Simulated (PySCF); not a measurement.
## Magnetisability: SMILES C=CC1=CS(=O)(=O)[C@@H]1F, C$_{5}$H$_{5}$FO$_{2}$S

Molfile (atoms numbered from 1):
```
C5H5FO2S
     RDKit          3D

 14 14  0  0  0  0  0  0  0  0999 V2000
    2.4070    0.1820    0.2495 C   0  0  0  0  0  0  0  0  0  0  0  0
    1.3240   -0.2059    0.9170 C   0  0  0  0  0  0  0  0  0  0  0  0
   -0.0151   -0.1367    0.3803 C   0  0  0  0  0  0  0  0  0  0  0  0
   -1.1761   -0.5281    0.9169 C   0  0  0  0  0  0  0  0  0  0  0  0
   -2.1479   -0.0504   -0.5246 S   0  0  0  0  0  6  0  0  0  0  0  0
   -2.9682    1.1016   -0.2973 O   0  0  0  0  0  0  0  0  0  0  0  0
   -2.6933   -1.1450   -1.2617 O   0  0  0  0  0  0  0  0  0  0  0  0
   -0.3849    0.4144   -0.9756 C   0  0  2  0  0  0  0  0  0  0  0  0
    0.1507   -0.2415   -2.0349 F   0  0  0  0  0  0  0  0  0  0  0  0
    2.3500    0.5803   -0.7493 H   0  0  0  0  0  0  0  0  0  0  0  0
    3.3897    0.0994    0.6798 H   0  0  0  0  0  0  0  0  0  0  0  0
    1.4014   -0.6143    1.9152 H   0  0  0  0  0  0  0  0  0  0  0  0
   -1.4118   -0.9426    1.8770 H   0  0  0  0  0  0  0  0  0  0  0  0
   -0.2261    1.4863   -1.1145 H   0  0  0  0  0  0  0  0  0  0  0  0
  1  2  2  0
  2  3  1  0
  3  4  2  0
  4  5  1  0
  5  6  2  0
  5  7  2  0
  5  8  1  0
  8  9  1  0
  8  3  1  0
  1 10  1  0
  1 11  1  0
  2 12  1  0
  4 13  1  0
  8 14  1  1
M  END
```

Level of theory: PySCF 2.14.0, GIAO OLYP/pcSseg-0 magnetisability, rotational g tensor and spin-rotation constants, non-relativistic, gas phase. Geometry: GFN2-xTB.

(1) How diamagnetic is it, and how anisotropic?

(2) Split it along the inertial axes a, b, c into diamagnetic and paramagnetic parts about the centre of mass, with the quadrupole moment.

(3) And the rotational g tensor?

Results:

(1) Isotropic -1067 × 10⁻³⁰ J/T², or -64.2 × 10⁻⁶ cm³/mol; principal values -1217, -1013, -970 × 10⁻³⁰ J/T², anisotropy 228 × 10⁻³⁰ J/T² (root of half the summed squared differences of the principal values). The susceptibility is in cgs units.

(2) 
| axis | χ (10⁻⁶ cm³/mol) | diamagnetic (10⁻⁶ cm³/mol) | paramagnetic (10⁻⁶ cm³/mol) | summed x² of all electrons (Å²) | quadrupole Θ (D Å) |
| --- | --- | --- | --- | --- | --- |
| a | -60.8 | -495.5 | 434.7 | 251.4 | -1.51 |
| b | -63.6 | -1239.6 | 1175.9 | 76.0 | +4.16 |
| c | -68.3 | -1389.2 | 1320.9 | 40.8 | -2.65 |

Anisotropies 2χaa − χbb − χcc = +10.4 and 2χbb − χaa − χcc = +1.8 × 10⁻⁶ cm³/mol. Θ is traceless in Buckingham's convention.

(3) 
```tsv
axis	rotational constant (GHz)	g	nuclear part	electronic part
a	2.9298	-0.0623	0.5360	-0.5983
b	1.0253	-0.0220	0.5444	-0.5664
c	0.8965	-0.0156	0.5407	-0.5563
```
Asymmetric top; isotopes 12C, 19F, 1H, 16O, 32S; no vibrational averaging.
